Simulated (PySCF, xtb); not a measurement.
difluoro(prop-1-en-2-yl)borane (C3H5BF2), SMILES C=C(C)B(F)F.

GFN2-xTB in xtb 6.7.1 at its own geometry gives an orbital gap of 4.04 eV and a dipole moment of 2.38 D.

The structure is a stationary point at B3LYP-D3(BJ)/def2-SVP. The values are those of a single conformer.

Q: What does PBE/def2-TZVP run with PySCF give? (The exact figures need the calculation; the answer reports its results.)

A: gap 4.61 eV (levels -6.89 and -2.28 eV), dipole 1.81 D.
